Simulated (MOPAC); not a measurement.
MOPAC input (PM7):

```
PM7 PRECISE GNORM=0.05 LET XYZ UHF MS=0.5 GEO-OK AUX(PRECISION=9) THREADS=1
C2HCl2

Cl    1.80969600 1    0.20681000 1   -0.06841000 1
C     0.58737000 1   -0.91028300 1   -0.03211400 1
C    -0.71795300 1   -0.91441100 1    0.01870100 1
Cl   -1.68728500 1    0.54456100 1    0.07125900 1
H    -1.29747900 1   -1.82515300 1    0.03204600 1
```

Output:

```
 *******************************************************************************
 **                                                                           **
 **                              MOPAC v23.2.5                                **
 **                                                                           **
 *******************************************************************************
 ** MOPAC's Digital Object Identifier: https://doi.org/10.5281/zenodo.6511958 **
 **                                                                           **
 ** Please cite the open-source release paper for use of this MOPAC version:  **
 ** J. E. Moussa and J. J. P. Stewart (2026)                                  **
 ** MOPAC: An open-source semiempirical molecular orbital program             **
 ** J. Open Source Softw., 11(119), 8025, https://doi.org/10.21105/joss.08025 **
 *******************************************************************************

                              PM7 CALCULATION RESULTS

 *******************************************************************************
 *  PM7        - The PM7 Hamiltonian to be used
 *  GEO-OK     - OVERRIDE INTERATOMIC DISTANCE AND OTHER SAFETY CHECKS
 *  UHF        - UNRESTRICTED HARTREE-FOCK CALCULATION
 *  MS=        - IN MECI, MAGNETIC COMPONENT OF SPIN =  0.5
 *  LET        - OVERRIDE SOME SAFETY CHECKS
 *  PRECISE    - TIGHTER CRITERIA TO BE USED
 *  XYZ        - CARTESIAN COORDINATE SYSTEM TO BE USED
 *  GNORM      - EXIT WHEN GRADIENT NORM DROPS BELOW 0.050
 *  AUX        - OUTPUT AUXILIARY INFORMATION
 *******************************************************************************
PM7 PRECISE GNORM=0.05 LET XYZ UHF MS=0.5 GEO-OK AUX(PRECISION=9) THREADS=1
 C2HCl2

   ATOM   CHEMICAL          X               Y               Z
  NUMBER   SYMBOL      (ANGSTROMS)     (ANGSTROMS)     (ANGSTROMS)

     1      Cl          1.80969600  *   0.20681000  *  -0.06841000  *
     2       C          0.58737000  *  -0.91028300  *  -0.03211400  *
     3       C         -0.71795300  *  -0.91441100  *   0.01870100  *
     4      Cl         -1.68728500  *   0.54456100  *   0.07125900  *
     5       H         -1.29747900  *  -1.82515300  *   0.03204600  *

          CARTESIAN COORDINATES

    NO.       ATOM           X           Y           Z

     1        Cl          1.8097      0.2068     -0.0684
     2         C          0.5874     -0.9103     -0.0321
     3         C         -0.7180     -0.9144      0.0187
     4        Cl         -1.6873      0.5446      0.0713
     5         H         -1.2975     -1.8252      0.0320

 General Reference for PM7:
 "Optimization of Parameters for Semiempirical Methods VI: More Modifications to the
 NDDO Approximations and Re-optimization of Parameters", J. J. P. Stewart, J. Mol. Mod., 1:32, 19 (2013)
 https://link.springer.com/article/10.1007/s00894-012-1667-x

           Empirical Formula: C2 H Cl2  =     5 atoms

      MOLECULAR POINT GROUP   :   Cs

          UHF CALCULATION, NO. OF ALPHA ELECTRONS =   12
                           NO. OF BETA  ELECTRONS =   11

          Geometry optimization using EF

          DIAGONAL MATRIX USED AS START HESSIAN

 CYCLE:     1  GRAD.:   195.382 HEAT:  50.96930
 CYCLE:     2  GRAD.:   329.115 HEAT:  88.30502
 CYCLE:     3  GRAD.:   205.022 HEAT:  58.06924
 CYCLE:     4  GRAD.:   412.036 HEAT:  72.62413
 CYCLE:     5  GRAD.:   185.674 HEAT:  55.71265
 CYCLE:     6  GRAD.:   194.367 HEAT:  54.08713
 CYCLE:     7  GRAD.:   286.436 HEAT:  53.07252
 CYCLE:     8  GRAD.:    99.982 HEAT:  49.02858
 CYCLE:     9  GRAD.:    93.716 HEAT:  46.56596
 CYCLE:    10  GRAD.:   172.065 HEAT:  47.04327
 CYCLE:    11  GRAD.:    18.297 HEAT:  45.91957
 CYCLE:    12  GRAD.:     3.096 HEAT:  45.86629
 CYCLE:    13  GRAD.:    17.962 HEAT:  45.78492
 CYCLE:    14  GRAD.:    15.581 HEAT:  45.72393
 CYCLE:    15  GRAD.:     5.056 HEAT:  45.71250
 CYCLE:    16  GRAD.:     0.323 HEAT:  45.70931
 CYCLE:    17  GRAD.:     0.269 HEAT:  45.70922
 CYCLE:    18  GRAD.:     0.065 HEAT:  45.70922
 CYCLE:    19  GRAD.:     0.029 HEAT:  45.70922

     GRADIENT =  0.02936 IS LESS THAN CUTOFF =  0.05000

 -------------------------------------------------------------------------------
 PM7 PRECISE GNORM=0.05 LET XYZ UHF MS=0.5 GEO-OK AUX(PRECISION=9) THREADS=1
 C2HCl2

     GEOMETRY OPTIMISED USING EIGENVECTOR FOLLOWING (EF).
     SCF FIELD WAS ACHIEVED

                              PM7 CALCULATION
                                                       MOPAC v23.2.5 Linux

          FINAL HEAT OF FORMATION =         45.70922 KCAL/MOL =     191.24736 KJ/MOL

          COSMO AREA              =        109.68 SQUARE ANGSTROMS
          COSMO VOLUME            =         94.35 CUBIC ANGSTROMS

          GRADIENT NORM           =          0.02936          =       0.01313 PER ATOM
          IONIZATION POTENTIAL    =          9.699652 EV
          ALPHA SOMO LUMO (EV)    =         -9.700 -0.013
          BETA  SOMO LUMO (EV)    =        -10.037 -1.175
          NO. OF ALPHA ELECTRONS  =         12
          NO. OF BETA  ELECTRONS  =         11
          MOLECULAR WEIGHT        =         95.9359         POINT GROUP:  Cs

          MOLECULAR DIMENSIONS (Angstroms)

            Atom       Atom       Distance
           Cl     4   Cl     1     3.72931
            H     5   Cl     1     2.25218
           Cl     4    C     2     0.00000

          SCF CALCULATIONS        =         20

   ATOM   CHEMICAL          X               Y               Z
  NUMBER   SYMBOL      (ANGSTROMS)     (ANGSTROMS)     (ANGSTROMS)

     1      Cl          1.92469821  *   0.10763848  *  -0.07389612  *
     2       C          0.56169429  *  -0.67020297  *  -0.02867843  *
     3       C         -0.73904115  *  -0.88303203  *   0.01984119  *
     4      Cl         -1.78232830  *   0.48673752  *   0.07437469  *
     5       H         -1.25441993  *  -1.83113559  *   0.03030878  *

                             CARTESIAN COORDINATES

   1   Cl        1.924698214     0.107638483    -0.073896116
   2    C        0.561694289    -0.670202971    -0.028678433
   3    C       -0.739041152    -0.883032034     0.019841187
   4   Cl       -1.782328304     0.486737515     0.074374692
   5    H       -1.254419934    -1.831135594     0.030308785

           Empirical Formula: C2 H Cl2  =     5 atoms

      MOLECULAR POINT GROUP   :   Cs

          ALPHA EIGENVALUES
 -28.71918 -27.10816 -24.20434 -19.10416 -16.32615 -15.71260 -14.07508 -12.98734
 -12.08597 -11.35392 -10.11029  -9.69965  -0.01284   0.70963   1.11756   4.50171
   5.08989  66.75527  66.78085  66.85595  66.96030  66.97072  69.34734  69.43084
  69.49057  69.70619  69.73384

           BETA EIGENVALUES
 -28.42224 -26.72471 -23.75601 -18.81660 -16.01685 -15.24167 -13.87243 -12.44541
 -12.11915 -11.30938 -10.03670  -1.17529   0.21930   1.24581   1.46819   4.70679
   5.10359  66.77308  66.84401  66.89736  67.04893  67.06995  69.42238  69.48819
  69.59147  69.71339  69.74659

              NET ATOMIC CHARGES AND DIPOLE CONTRIBUTIONS

  ATOM NO.   TYPE          CHARGE      No. of ELECS.   s-Pop       p-Pop       d-Pop
    1         Cl           0.174388        6.8256     1.97233     4.84847     0.00482
    2          C          -0.176658        4.1767     1.16817     3.00849
    3          C          -0.115939        4.1159     1.11278     3.00316
    4         Cl          -0.077886        7.0779     1.98224     5.09034     0.00530
    5          H           0.196095        0.8039     0.80391
 DIPOLE           X         Y         Z       TOTAL
 POINT-CHG.     1.032    -0.756    -0.048     1.281
 HYBRID        -0.123     0.084     0.006     0.149
 SUM            0.909    -0.673    -0.042     1.132

          ATOMIC ORBITAL ELECTRON POPULATIONS

     Atom    s        px        py        pz      x^2-y^2     xz        z^2       yz        xy
    1 Cl   1.97233   1.23979   1.67798   1.93069   0.00135   0.00053   0.00089   0.00015   0.00191
    2  C   1.16817   0.97118   1.02116   1.01615
    3  C   1.11278   0.93405   0.98477   1.08434
    4 Cl   1.98224   1.66594   1.45881   1.96559   0.00136   0.00030   0.00101   0.00031   0.00232
    5  H   0.80391

                    (SZ)    =    0.500000
                    (S**2)  =    0.793406

          ATOMIC ORBITAL SPIN POPULATIONS

    Atom   Total    s     px     py     pz   x^2-y^2  xz     z^2    yz     xy
         Atomic
    1 Cl  0.1147  0.003 -0.023  0.117  0.017  0.000  0.000  0.000  0.000  0.000
    2  C  1.0143  0.067  0.129  0.640  0.178
    3  C -0.2537 -0.003 -0.033 -0.034 -0.184
    4 Cl  0.1048 -0.000  0.064  0.052 -0.011 -0.000 -0.000 -0.000 -0.000 -0.000
    5  H  0.0199  0.020

 **********************
 *                    *
 * JOB ENDED NORMALLY *
 *                    *
 **********************

 == MOPAC DONE ==
```

The geometry given is a B3LYP-D3(BJ)/def2-TZVP minimum.
